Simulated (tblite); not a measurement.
Compound: C4H8GeSi.
Atom-mapped SMILES: `[SiH3:1][C:2]1=[CH:3][CH:4]=[CH:5][GeH2:6]1` (hydrogens: H7, H8, H9 on Si1; H10 on C3; H11 on C4; H12 on C5; H13, H14 on Ge6)

Computed with GFN2-xTB (tblite), gas phase: L-BFGS steps from a force-field or distance-geometry start until the largest atomic force falls under 0.01 eV/Å.

Step 10: E = -441.1646 eV
```
atom  x, y, z in Å  |  force x, y, z in eV/Å
Si1     2.3662   -0.0831   -0.3288   -0.024  -0.022   0.001
C2      0.5105   -0.1087   -0.0964   -0.049   0.052   0.019
C3     -0.2865   -1.1875   -0.1349    0.004  -0.037  -0.029
C4     -1.7162   -1.0193    0.0868   -0.022  -0.054  -0.001
C5     -2.1761    0.2133    0.3221   -0.006   0.081   0.014
Ge6    -0.6494    1.4286    0.2824   -0.013   0.101   0.023
H7      2.9892   -0.0764    0.9991    0.043  -0.016  -0.013
H8      2.7286    1.1440   -1.0460    0.011  -0.022  -0.009
H9      2.7630   -1.2641   -1.0970    0.047  -0.019   0.012
H10     0.0747   -2.1870   -0.3292    0.082  -0.056  -0.023
H11    -2.3456   -1.8968    0.0506   -0.056  -0.039   0.004
H12    -3.2181    0.4250    0.4958    0.029  -0.013  -0.007
H13    -0.3596    2.1412    1.5740   -0.022   0.020  -0.004
H14    -0.6815    2.4704   -0.8006   -0.024   0.023   0.013
```

Step 11: E = -441.1657 eV
```
atom  x, y, z in Å  |  force x, y, z in eV/Å
Si1     2.3659   -0.0843   -0.3285   -0.050  -0.016  -0.002
C2      0.5094   -0.1082   -0.0963   -0.042   0.051   0.024
C3     -0.2855   -1.1889   -0.1348   -0.015  -0.033  -0.041
C4     -1.7163   -1.0205    0.0850   -0.040  -0.034   0.028
C5     -2.1767    0.2123    0.3227    0.012   0.071   0.000
Ge6    -0.6509    1.4325    0.2836   -0.016   0.019  -0.005
H7      2.9915   -0.0775    0.9962    0.051  -0.015   0.020
H8      2.7291    1.1410   -1.0456    0.015   0.002  -0.022
H9      2.7659   -1.2635   -1.0952    0.046  -0.041  -0.002
H10     0.0763   -2.1894   -0.3306    0.068  -0.006  -0.010
H11    -2.3477   -1.8980    0.0514   -0.029  -0.014  -0.005
H12    -3.2193    0.4245    0.4958    0.047  -0.022  -0.009
H13    -0.3602    2.1450    1.5739   -0.020   0.023   0.009
H14    -0.6823    2.4746   -0.7996   -0.026   0.016   0.016
```

Step 12: E = -441.1665 eV
```
atom  x, y, z in Å  |  force x, y, z in eV/Å
Si1     2.3650   -0.0856   -0.3283   -0.051  -0.011  -0.001
C2      0.5078   -0.1072   -0.0958   -0.035   0.016   0.018
C3     -0.2854   -1.1902   -0.1355   -0.024  -0.005  -0.036
C4     -1.7171   -1.0215    0.0843   -0.033  -0.014   0.037
C5     -2.1769    0.2123    0.3230    0.024   0.028  -0.011
Ge6    -0.6524    1.4358    0.2844   -0.015  -0.038  -0.020
H7      2.9946   -0.0787    0.9943    0.045  -0.014   0.027
H8      2.7298    1.1387   -1.0459    0.012   0.007  -0.025
H9      2.7694   -1.2639   -1.0939    0.036  -0.044  -0.004
H10     0.0784   -2.1914   -0.3318    0.049   0.041  -0.001
H11    -2.3496   -1.8995    0.0519   -0.008   0.016  -0.007
H12    -3.2198    0.4233    0.4956    0.046  -0.018  -0.007
H13    -0.3611    2.1489    1.5735   -0.019   0.023   0.020
H14    -0.6833    2.4786   -0.7980   -0.027   0.012   0.011
```

Question: Estimate the geometry and energy of step 13. (The exact step hangs on the optimiser's Hessian estimate; all steps are aligned on step 12, rigid shifts and turns removed.)

Answer: E = -441.1672 eV, largest force 0.076 eV/Å
```
atom  x, y, z in Å  |  force x, y, z in eV/Å
Si1     2.3634   -0.0868   -0.3281   -0.029  -0.008   0.002
C2      0.5057   -0.1064   -0.0951   -0.016  -0.015   0.007
C3     -0.2858   -1.1911   -0.1367   -0.028   0.018  -0.020
C4     -1.7182   -1.0224    0.0844   -0.011   0.008   0.030
C5     -2.1766    0.2126    0.3230    0.027  -0.020  -0.018
Ge6    -0.6539    1.4379    0.2848   -0.008  -0.054  -0.018
H7      2.9979   -0.0799    0.9933    0.030  -0.013   0.014
H8      2.7307    1.1370   -1.0465    0.005   0.001  -0.021
H9      2.7729   -1.2651   -1.0929    0.021  -0.033   0.003
H10     0.0808   -2.1923   -0.3328    0.030   0.070   0.004
H11    -2.3513   -1.9004    0.0521    0.000   0.032  -0.006
H12    -3.2194    0.4220    0.4954    0.029  -0.008  -0.002
H13    -0.3622    2.1524    1.5734   -0.021   0.014   0.017
H14    -0.6847    2.4820   -0.7964   -0.028   0.006   0.008
```

The energy changes by -0.0007 eV. The first-order estimate −F·Δx gives -0.0009 eV and the mean of the old and new forces, exact on a quadratic surface, -0.0006 eV. The step makes an angle of 57° with the force vector and moves no atom by more than 0.004 Å.

The cost below is that of the whole relaxation. Time: 0.41 s wall. Hardware: one thread, Intel Xeon Platinum 8559C (x86_64), shared host.
